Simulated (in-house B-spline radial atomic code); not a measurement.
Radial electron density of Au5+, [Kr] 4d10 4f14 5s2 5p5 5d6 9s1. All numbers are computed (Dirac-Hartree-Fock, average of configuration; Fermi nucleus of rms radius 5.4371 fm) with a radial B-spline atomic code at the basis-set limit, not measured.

Columns: r (bohr), 4πr²n(r) (electrons per bohr), bar.

```
0.000534    4.067 #
0.000685    5.989 ##
0.000879    8.754 ###
 0.00113    12.71 ####
 0.00145    18.18 ######
 0.00186    25.61 ########
 0.00238    35.31 ###########
 0.00305    47.65 ##############
 0.00392     62.6 ###################
 0.00502    78.89 ########################
 0.00645    95.04 #############################
 0.00827    107.8 #################################
  0.0106    114.2 ###################################
  0.0136    112.6 ##################################
  0.0175    105.5 ################################
  0.0224      101 ###############################
  0.0287      108 #################################
  0.0368    127.4 #######################################
  0.0472    145.1 ############################################
  0.0606    142.1 ###########################################
  0.0777    122.4 #####################################
  0.0997    116.3 ###################################
   0.128    132.9 ########################################
   0.164    131.2 ########################################
    0.21    94.92 #############################
    0.27     74.9 #######################
   0.346    87.57 ###########################
   0.444    80.94 #########################
    0.57    48.57 ###############
   0.731    26.79 ########
   0.938    19.48 ######
     1.2    13.08 ####
    1.54    6.027 ##
    1.98    1.722 #
    2.54   0.3106 
    3.26  0.07679 
    4.18 0.006105 
    5.36   0.1005 
    6.87 7.278e-05 
    8.82   0.1857 
    11.3   0.1177 
    14.5   0.0087 
    18.6 7.398e-05 
    23.9 5.026e-08 
    30.6 9.495e-13
```

On this grid the curve has 6 maxima, near 0.0106, 0.0472, 0.128, 0.346, 5.36, 8.82 bohr.

The 5p1/2 radial function P(r) = rR(r), positive near the nucleus, with its small component Q(r) (sign convention: Q ≈ (P' + κP/r)/2c):

```csv
r (bohr),P,Q
0.000253,0.002385,0.007549
0.000417,0.003935,0.01131
0.000685,0.006404,0.01674
0.00113,0.01063,0.02459
0.00186,0.01813,0.03543
0.00305,0.03188,0.04949
0.00502,0.05781,0.06609
0.00827,0.1051,0.08129
0.0136,0.1821,0.08597
0.0224,0.2757,0.06629
0.0368,0.2992,0.01556
0.0606,0.08065,-0.03976
0.0997,-0.3485,-0.03789
0.164,-0.2833,0.01946
0.27,0.5244,0.02406
0.444,0.2479,-0.01767
0.731,-1.036,-0.0132
1.2,-0.9244,0.002032
1.98,-0.187,0.001307
3.26,-0.006108,5.647e-05
```
